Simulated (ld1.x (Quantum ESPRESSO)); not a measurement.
# u(r) = r·R(r): atom against pseudo-atom (Pd)

Columns: radius, all-electron u(r) and pseudo u(r) of the 4d shell (level -6.44 eV) of palladium in the configuration [Ar] 3d10 4s2 4p6 4d9.75 5s0 5p0; PBE, scalar-relativistic, TM scheme, ld1.x (Quantum ESPRESSO) 7.5.

```csv
r (bohr),all-electron,pseudo
0.088,0.1532,-0.0025
0.175,0.3791,-0.0192
0.262,0.4032,-0.0610
0.350,0.2533,-0.1340
0.438,0.0250,-0.2363
0.525,-0.2087,-0.3579
0.612,-0.4145,-0.4868
0.700,-0.5802,-0.6106
0.788,-0.7013,-0.7151
0.875,-0.7809,-0.7918
0.962,-0.8273,-0.8398
1.050,-0.8479,-0.8613
1.138,-0.8487,-0.8607
1.225,-0.8357,-0.8446
1.312,-0.8132,-0.8187
1.400,-0.7842,-0.7868
1.487,-0.7516,-0.7525
1.575,-0.7167,-0.7168
1.662,-0.6813,-0.6813
1.750,-0.6455,-0.6455
1.838,-0.6105,-0.6105
1.925,-0.5768,-0.5768
2.012,-0.5444,-0.5444
2.100,-0.5131,-0.5131
2.188,-0.4833,-0.4833
2.275,-0.4553,-0.4553
```

Question: How many radial nodes do the two functions have?

Answer: The all-electron 4d function has n − l − 1 = 1; the pseudo-wave has 0, since the states of the same l below it are removed with the core.

Question: At about which radius was the pseudo-wave matched?

Answer: 1.75 bohr. The columns agree to 0.0005 from 1.57 bohr on; several derivatives are matched, so the curves merge somewhat inside the radius.

Question: Is the pseudo-wave norm-conserving?

Answer: Yes: the TM scheme keeps the norm inside the radius equal to the all-electron one, which fixes the energy derivative of the logarithmic derivative at the level.
